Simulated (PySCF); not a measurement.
Spin states and ions at one geometry of Pb(OH)4

PySCF 2.14.0, RKS BP86, Pb def2-SVP with ECP60, O def2-SVP, H def2-SVP; non-relativistic Hamiltonian with scalar-relativistic core potentials where named; density fitting; no spin-orbit coupling; singlets restricted, open shells unrestricted. The geometry is relaxed for charge 0, singlet, vacuum:

```xyz
9

Pb    0.0511    0.4006    0.0044
O     0.0489   -1.1320    1.4733
H    -0.4672   -0.7637    2.2235
O     0.2854   -0.5808   -1.8623
H    -0.1203   -1.4676   -1.7415
O     1.6012    1.8468    0.0905
H     2.3451    1.4624   -0.4231
O    -1.7524    1.4793    0.3017
H    -1.5794    2.3730   -0.0665
```

Energies count from the relaxed state; an electron taken off or put on is at rest in vacuum. Charges and spins are Mulliken's.

Order these states by energy, lowest first.
A. charge 0, singlet, vacuum
B. charge -1, doublet, vacuum
C. charge 0, triplet, vacuum
D. charge +1, doublet, vacuum

B (-1.32 eV), A (0.00 eV), C (2.44 eV), D (9.95 eV).

How do charge and spin on the first atom follow?


```tsv
state	spin squared	charge on Pb1 (e)	spin on Pb1 (e)	dipole about the centre of mass (D)
charge 0, singlet, vacuum	0.00	0.86	0.00	0.04
charge 0, triplet, vacuum	2.01	0.71	0.30	0.03
charge +1, doublet, vacuum	0.75	1.03	-0.05	0.02
charge -1, doublet, vacuum	0.75	0.52	0.30	0.03
```

With an electron taken off (doublet) the charges change, summed by element, by Pb +0.17 e, O +0.63 e, H +0.20 e. The vertical ionisation energy is 9.95 eV, against −ε(HOMO) = 6.93 eV of the relaxed state. The level lies 3.0 eV too high, as is usual for semilocal functionals and global hybrids, which keep a self-interaction error.

With an electron put on (doublet) the charges change, summed by element, by Pb -0.34 e, O -0.34 e, H -0.32 e. The vertical electron affinity is 1.32 eV, against −ε(LUMO) = 4.32 eV of the relaxed state. The basis has no diffuse functions, which an added electron needs. The added electron's level lies above zero.

Open shells may have lower solutions than those found. Hard to converge, so the more doubtful: charge 0, triplet, vacuum; charge +1, doublet, vacuum.
